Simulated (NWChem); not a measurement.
# C2H3Br; SMILES C=CBr

Computed with NWChem. Pople sets run with spherical d functions. Coordinates come from a B3LYP/6-31G* (spherical d) optimisation. Computed dipoles belong to the equilibrium geometry; the measured one is vibrationally averaged.

Measured dipole moment: 1.42 D (NIST CCCBDB, as tabulated in the package chemicals).

Question: Which of these levels lies farthest from the measured value, and how do the others fare: TPSS/6-31G*; TPSS/3-21G; TPSS/STO-3G; TPSS/6-311G**?

Answer: TPSS/STO-3G.
```tsv
level	dipole moment (D)	computed − measured
TPSS/STO-3G	0.95	-0.47
TPSS/3-21G	1.34	-0.08
TPSS/6-31G*	1.63	+0.21
TPSS/6-311G**	1.51	+0.09
```
